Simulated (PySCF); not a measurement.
C6H13Si: g tensor and hyperfine couplings

Compound: C₆H₁₃Si (doublet state).
Cartesian coordinates in Å at the GFN2-xTB level; atoms count from 1:
```
atom  x, y, z in Å
C1    -2.447    0.629   -1.121
C2    -2.243   -0.772   -0.691
C3    -1.467   -1.111    0.504
Si4    0.394   -1.005    0.037
C5     1.699   -0.471    1.290
C6     1.315    0.627    0.277
C7     2.399    1.091   -0.665
H8    -1.974    0.828   -2.088
H9    -2.035    1.321   -0.390
H10   -3.512    0.852   -1.245
H11   -2.541   -1.560   -1.361
H12   -1.655   -0.408    1.316
H13   -1.696   -2.116    0.853
H14    0.789   -1.862   -1.071
H15    1.446   -0.280    2.324
H16    2.708   -0.847    1.197
H17    0.786    1.465    0.722
H18    1.977    1.665   -1.488
H19    2.934    0.240   -1.078
H20    3.117    1.725   -0.142
```

The hyperfine couplings belong to this conformer and change with its torsions.

The species is `C[CH]C[Si@@H]1C[C@H]1C` [radical].

Computed, not measured: PySCF, UKS B3LYP, pcH-1 on C H Si, non-relativistic, mean-field spin-orbit, GIAO. Geometry: GFN2-xTB, one conformer, isolated molecule. GFN2-xTB frequencies show an imaginary mode (51i cm⁻¹), so this geometry is no minimum at that level. A GFN2-xTB geometry isn't a minimum of the functional, and hyperfine couplings can be far from their values at a DFT geometry. No stability test was run, so a lower SCF solution isn't excluded.

```json
{
 "g1, g2, g3": "2.00218, 2.00258, 2.00329",
 "g_iso": "2.00268",
 "Form of g": "rhombic: the two nearest values differ by 36 % of g3 − g1",
 "⟨S²⟩": "0.7542 (exact 0.7500)",
 "α and β electrons": "32, 31"
}
```

Isotropic coupling and dipolar principal values T1 to T3, in MHz:

| atom | isotope | a_iso | of which spin–orbit | T1 | T2 | T3 | Mulliken spin population |
| --- | --- | --- | --- | --- | --- | --- | --- |
| C1 | 13C | -31.7 | 0.0 | -2.4 | 0.3 | 2.1 | -0.08 |
| C2 | 13C | 91.2 | -0.1 | -77.9 | -76.9 | 154.8 | 0.97 |
| C3 | 13C | -31.1 | 0.0 | -3.3 | 0.8 | 2.5 | -0.07 |
| Si4 | 29Si | -181.1 | 0.1 | -19.4 | 7.8 | 11.6 | 0.07 |
| C5 | 13C | 17.3 | 0.0 | -3.7 | -3.5 | 7.2 | 0.04 |
| C6 | 13C | -2.4 | 0.0 | -0.4 | 0.0 | 0.5 | 0.00 |
| C7 | 13C | -0.3 | 0.0 | -0.2 | -0.1 | 0.3 | 0.00 |
| H8 | 1H | 106.1 | 0.0 | -4.8 | -3.3 | 8.1 | 0.04 |
| H9 | 1H | 2.6 | 0.0 | -4.4 | -3.6 | 8.0 | 0.00 |
| H10 | 1H | 102.0 | 0.0 | -5.1 | -4.0 | 9.1 | 0.04 |
| H11 | 1H | -60.1 | 0.0 | -37.1 | 0.2 | 36.9 | -0.04 |
| H12 | 1H | 57.3 | 0.0 | -4.3 | -3.8 | 8.1 | 0.02 |
| H13 | 1H | 33.3 | 0.0 | -4.3 | -4.0 | 8.3 | 0.01 |
| H14 | 1H | -0.8 | 0.0 | -2.8 | -1.5 | 4.3 | 0.00 |
| H15 | 1H | -2.5 | 0.0 | -2.0 | -0.5 | 2.4 | 0.00 |
| H16 | 1H | 2.3 | 0.0 | -2.1 | -0.4 | 2.5 | 0.00 |
| H17 | 1H | 3.8 | 0.0 | -1.3 | -0.7 | 2.1 | 0.00 |
| H18 | 1H | 0.2 | 0.0 | -0.7 | -0.5 | 1.2 | 0.00 |
| H19 | 1H | 0.0 | 0.0 | -0.7 | -0.4 | 1.1 | 0.00 |
| H20 | 1H | -0.2 | 0.0 | -0.5 | -0.3 | 0.8 | 0.00 |

The Mulliken spin populations are largest on C2 (+0.97), C1 (-0.08), C3 (-0.07) and Si4 (+0.07). No atom but C2 exceeds +0.15. The positive populations add up to 1.20 and the negative ones to -0.20, together 2S = 1. The angles at C2 add up to 359.3°, so it is planar; its axial dipolar tensor and the negative coupling of its proton fit spin in a p orbital normal to that plane.

Axes: g3 points within 9° of the C2–H11 bond.

Under fast tumbling the dipolar parts average out, and these isotropic splittings remain (the largest six): 3 × 1H (H8/H9/H10, I = 1/2, 4 lines) with 2.51 mT, 1 × 1H (H11, I = 1/2, 2 lines) with 2.14 mT, 1 × 1H (H12, I = 1/2, 2 lines) with 2.05 mT, 1 × 1H (H13, I = 1/2, 2 lines) with 1.19 mT, 1 × 1H (H17, I = 1/2, 2 lines) with 0.13 mT and 1 × 1H (H15, I = 1/2, 2 lines) with 0.09 mT.

Class means assume fast exchange of nuclei equivalent by connectivity; if that motion is slow, each nucleus keeps its own coupling. The three 1H nuclei of mean +70.3 MHz run from 2.6 to 106.1 MHz in the frozen geometry.

The 13C coupling of C2 (91.2 MHz) shows only in satellite lines or after enrichment, since that isotope makes up about 1.07 % of natural carbon.

The 29Si coupling of Si4 (-181.1 MHz) shows only in satellite lines or after enrichment, since that isotope makes up about 4.7 % of natural silicon.

β density exceeds α density at some nuclei, such as C1 (-0.0282), C3 (-0.0277) and H11 (-0.0134), spin density in bohr⁻³. In a single determinant that takes different orbitals for the two spins, that is spin polarisation.
